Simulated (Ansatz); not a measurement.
A nudged elastic band was laid between two geometries of FH + GaH3 (6 atoms, charge 0, multiplicity 1).

Computed with Ansatz 0.2.0, RKS B3LYP/def2-SVP.

| Item | Value |
| --- | --- |
| movable images | 5 |
| climbing image | yes |
| spring | 5.0 eV/Å² |
| optimiser | quadratic models (default) |
| start path | through a guess of the saddle point |
| force threshold | 0.05 eV/Å |
| iteration limit | 60 |
| end points | relaxed |

Image 0:

```xyz
6
Properties=species:S:1:pos:R:3
Ga 0.003 0.145 0.038
H 0.003 0.558 1.575
H 1.371 0.135 -0.736
H -1.373 0.066 -0.717
F 0.062 -2.008 0.840
H 0.063 -1.808 1.752
```

Image 6:

```xyz
6
Properties=species:S:1:pos:R:3
Ga 0.016 -0.483 -0.404
H 0.018 0.139 2.179
H 1.424 0.160 -0.610
H -1.426 0.089 -0.593
F 0.061 -2.195 0.039
H 0.036 -0.622 2.141
```

Which bonds break or form, and what moves?

Bonds broken: Ga1–H2, F5–H6. Bonds formed: Ga1–F5, H2–H6. FH + GaH3 becomes FGaH2 + H2.

What energy profile does the band end with?

The run converged. The highest image is number 3 of 0 to 6, 0.34 eV above the first end and 0.96 eV above the last; the last end lies 0.62 eV below the first. A vibrational analysis at the climbing image gives one clearly imaginary mode, 1012i cm⁻¹: a first-order saddle point. The orbitals stay closed-shell, which can raise the energy where a bond breaks towards radicals; this wasn't checked here.

```csv
image,path coordinate (Å),energy (eV),Ga1–H2 (Å),F5–H6 (Å),Ga1–F5 (Å)
0,0.00,0.00,1.59,0.93,2.30
1,0.36,0.01,1.60,0.94,2.30
2,0.73,0.10,1.65,0.98,2.21
3,1.09,0.34,1.79,1.18,2.02
4,1.53,-0.21,2.03,1.64,1.84
5,1.97,-0.56,2.36,2.12,1.78
6,2.41,-0.62,2.66,2.62,1.77
```

What is the geometry of the highest image?


```xyz
6
Properties=species:S:1:pos:R:3
Ga 0.010 -0.150 -0.074
H 0.020 -0.014 1.706
H 1.429 0.161 -0.636
H -1.428 0.096 -0.617
F 0.056 -1.960 0.815
H 0.041 -1.045 1.559
```

What are the harmonic wavenumbers there?

1012i, 449, 482, 595, 718, 784, 1065, 1205, 1750, 1811, 2009, 2028 cm⁻¹.

Time of the run: 95 s on 1 thread of Arm Neoverse V1 (shared host), peak memory 0.12 GiB.
